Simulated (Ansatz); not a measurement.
```xyz
12

B     0.0701   -1.2091    0.4310
Si    0.2673    0.1013    1.7617
O     0.4618    1.6656    1.4033
Si   -0.5005   -0.4349   -1.3018
O    -0.2862    1.2417   -1.1807
H     1.3252   -1.0078    0.5844
H    -0.1846   -2.3289    0.7637
H     0.7616   -0.0455    3.1567
H     0.2053    1.8361    0.4722
H    -1.9390   -0.6915   -1.6110
H     0.2627   -0.8829   -2.5056
H    -0.4438    1.7559   -1.9739
```

Charge 0, multiplicity 1. The bonds changed during the relaxation, so this is another structure than the one it started from.

Problem. List the ωB97M-V/def2-TZVPP orbital energies in eV (Ansatz). (Best estimate.)

Solution. Computed: Occupied: -1808.17, -1806.94, -526.66, -526.39, -186.50, -149.17, -147.94, -103.40, -103.25, -103.17, -102.10, -102.04, -102.01, -31.48, -30.93, -19.53, -18.53, -17.27, -16.03, -14.19, -13.93, -13.54, -13.01, -12.97, -11.97, -11.00, -10.35, -9.59. Lowest empty: 0.40, 1.43, 2.34, 2.70, 2.93, 3.27, 3.72, 3.93.
